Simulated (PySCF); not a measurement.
Job file and geometry (Å, from GFN2-xTB) of an NMR shielding run on `InChI=1S/C5H13ClSi2/c1-3-4-8(6)5(2)7/h8H,2-4H2,1,7H3/t8-/m0/s1`, GIAO PBE0/pcSseg-1 NMR shielding, non-relativistic, gas phase (PySCF 2.14.0, density-fitted response routines); density fitting, a coarse starting grid and PySCF grid level 2 are the driver's defaults:

```
$ OMP_NUM_THREADS=1 python probes_run.py task.json out

{"job": {"kind": "nmr", "xc": "PBE0", "basis": "pcSseg-1"}, "charge": 0, "multiplicity": 1}
C     -2.666489    -1.851396    -0.866371
C     -2.053547    -0.785424    -0.358127
Si    -2.851874     0.926251    -0.474033
Si    -0.377160    -0.939297     0.502979
Cl     0.339853    -2.827190     0.310094
C      0.870783     0.272609    -0.268480
C      2.270753     0.171924     0.335355
C      3.239373     1.152332    -0.315312
H     -2.241331    -2.843399    -0.821271
H     -3.627284    -1.784215    -1.355191
H     -4.216234     0.796372    -0.987567
H     -2.867848     1.529633     0.861364
H     -2.062524     1.768029    -1.377235
H     -0.520357    -0.688021     1.941965
H      0.503178     1.292169    -0.139714
H      0.940114     0.104016    -1.346165
H      2.218496     0.373296     1.407702
H      2.648730    -0.844798     0.210151
H      4.229129     1.064005     0.127107
H      3.322105     0.954451    -1.382027
H      2.893213     2.175595    -0.182569
```

Problem. Write the output of this run.

Solution. 
```
coarse grid: 18368 points
cycle   1  E = -1236.7624158263  dE =  5.054e-01  |g| = 4.846e-01  |ddm| = 4.021e+00
cycle   2  E = -1236.7500604705  dE =  1.236e-02  |g| = 5.373e-01  |ddm| = 9.348e-01
cycle   3  E = -1236.8246421143  dE = -7.458e-02  |g| = 3.982e-02  |ddm| = 5.205e-01
cycle   4  E = -1236.8248788142  dE = -2.367e-04  |g| = 2.725e-02  |ddm| = 6.621e-02
cycle   5  E = -1236.8250444053  dE = -1.656e-04  |g| = 9.144e-03  |ddm| = 3.172e-02
cycle   6  E = -1236.8250659971  dE = -2.159e-05  |g| = 2.224e-03  |ddm| = 9.971e-03
cycle   7  E = -1236.8250670859  dE = -1.089e-06  |g| = 4.186e-04  |ddm| = 2.081e-03
final grid: 161480 points
cycle   8  E = -1236.8714818834  dE = -4.000e-05  |g| = 8.337e-03  |ddm| = 2.583e-02
cycle   9  E = -1236.8714760444  dE =  5.839e-06  |g| = 9.383e-03  |ddm| = 1.545e-02
cycle  10  E = -1236.8714990598  dE = -2.302e-05  |g| = 6.313e-04  |ddm| = 8.502e-03
cycle  11  E = -1236.8714991267  dE = -6.689e-08  |g| = 1.685e-04  |ddm| = 7.520e-04
cycle  12  E = -1236.8714991324  dE = -5.647e-09  |g| = 7.615e-05  |ddm| = 2.116e-04
cycle  13  E = -1236.8714991338  dE = -1.431e-09  |g| = 2.415e-05  |ddm| = 9.216e-05
cycle  14  E = -1236.8714991340  dE = -1.460e-10  |g| = 5.726e-06  |ddm| = 2.279e-05
converged SCF energy = -1236.8714991340

GIAO shielding tensors (ppm)
atom      isotropic    diamagn.    paramagn.     s11        s22        s33       span
  0 C       31.167     249.469    -218.302    -90.023     23.754    159.769    249.792
  1 C       38.945     267.944    -228.999    -63.740     -0.932    181.506    245.246
  2 Si     418.021     880.956    -462.936    364.701    423.439    465.923    101.222
  3 Si     345.145     881.943    -536.798    292.381    357.988    385.066     92.685
  4 Cl    1000.741    1150.995    -150.253    971.073    985.263   1045.888     74.815
  5 C      161.763     258.709     -96.946    150.376    157.335    177.577     27.201
  6 C      165.304     247.461     -82.157    157.776    165.675    172.460     14.684
  7 C      166.216     244.812     -78.595    152.133    158.663    187.854     35.721
  8 H       24.742      31.063      -6.321     21.723     22.544     29.958      8.234
  9 H       24.733      28.979      -4.246     21.894     23.648     28.658      6.763
 10 H       27.573      29.525      -1.952     24.207     25.777     32.735      8.528
 11 H       27.411      29.643      -2.231     23.990     26.519     31.725      7.735
 12 H       27.426      30.404      -2.977     23.524     27.435     31.318      7.794
 13 H       26.324      30.872      -4.549     23.180     24.644     31.147      7.968
 14 H       30.887      36.508      -5.621     25.415     31.226     36.018     10.604
 15 H       30.935      35.826      -4.891     27.174     31.048     34.585      7.411
 16 H       30.337      31.837      -1.500     25.007     30.419     35.585     10.578
 17 H       30.012      31.680      -1.668     23.276     31.789     34.972     11.696
 18 H       30.261      26.542       3.719     25.309     27.367     38.107     12.799
 19 H       30.718      28.916       1.803     26.673     29.023     36.459      9.786
 20 H       30.696      29.093       1.603     26.461     29.032     36.593     10.131
```

Problem. Turn these shieldings into chemical shifts. Referencing at the same level of theory: TMS for 13C (186.93 ppm) and 29Si (349.16 ppm) and 1H (31.72 ppm); 35Cl (949.78 ppm) against HCl.

Solution. Averaging equivalent atoms: C 0: 155.8; C 1: 148.0; C 5: 25.2; C 6: 21.6; C 7: 20.7; Si 3: 4.0; Si 2: -68.9; Cl 4: -51; H 9: 6.98; H 8: 6.98; H 13: 5.39; H 10/11/12: 4.25; H 17: 1.70; H 16: 1.38; H 18/19/20: 1.16; H 14: 0.83; H 15: 0.78 ppm. 

Size and cost of the density-fitted run: 222 basis functions, 75 s wall time on 1 thread of an Arm Neoverse N1, shared host; peak memory 1.1 GiB.
